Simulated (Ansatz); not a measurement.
Basis-set extrapolation for CH$_{5}$B$_{2}$NO, SMILES `BBC(=N)O` (PBE0-D4/def2-TZVP geometry, frozen core, Ansatz). Multiplicity 1, RHF reference.

|  | def2-TZVPP | def2-QZVPP |
| --- | --- | --- |
| HF | -219.487620 | -219.497662 |
| MP2 correlation | -0.785462 | -0.841775 |
| CCSD(T) correlation | -0.856511 | not run |

Energies in hartree. Use E(X) = E(∞) + A·exp(−7.88·√X) for Hartree–Fock and E(X) = E(∞) + B·X^(−2.97) for correlation, with X = 3 and 4, and add CCSD(T) minus MP2 of the smaller set to the MP2 limit.

Task: What is the CCSD(T) energy at the basis-set limit?

Result: HF limit: -219.497662 + (-0.010042) × 0.13774 = -219.49905. MP2 limit: -0.841775 + (-0.056313) × 0.74074 = -0.88349. Higher-order term: -0.856511 − (-0.785462) = -0.07105. Total: -220.45359 hartree, 287.4 kJ/mol below CCSD(T)/def2-TZVPP.
